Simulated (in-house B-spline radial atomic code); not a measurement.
## Removing one electron from the ruthenium ion Ru³⁴⁺

Closed shell [He] 2s2 2p6. Computed with a B-spline radial code for spherical atoms: Koopmans values of Dirac-Hartree-Fock plus a diagonal self-energy, in second order or with its direct term screened (direct RPA, with the hole-particle interaction, or full time-dependent Hartree-Fock), linearised in energy; no-pair Dirac-Coulomb Hamiltonian, finite nucleus. Shifts add to the Koopmans value (the ΔSCF shift is orbital relaxation alone); the final value takes TDHF screening with Breit and QED.

Command:
```bash
python run_mb.py task.json out
```
Settings (nuclear radius in fm, box in bohr, cutoff in hartree):
```
basis_form          2
Z                   44
core_configuration  [He] 2s2 2p6
rms_radius          4.4809
mass_number         102
speed_of_light      137.036
box_radius          3.288
lmax                7
intervals           58
virtual_cutoff      7744.0
```

Cost of the run: 3 s on 1 thread of Arm Neoverse V1, with other jobs on the host.

Energies in eV:

```csv
subshell,Koopmans,ΔSCF shift,second order,direct RPA,hole-particle,TDHF,Breit + QED,final
2p3/2,4759.04,-3.047,?,?,?,?,?,?
2p1/2,4896.35,-3.383,-1.854,-1.481,-1.694,-1.727,-6.460,4888.16
2s1/2,5130.44,-2.212,-2.950,-2.499,-2.761,-2.798,-6.645,5121.00
```

(1) What does the self-energy do to 2p3/2?

Results:

(1) It shifts the removal energy by -1.558 eV in second order, -1.233 with direct RPA, -1.421 with the hole-particle term and -1.449 with TDHF screening (quasi-particle weight 0.999); Breit and QED add -4.492 eV. The final value is 4753.10 eV, against 4758 ± 3 eV (NIST, semi-empirical).
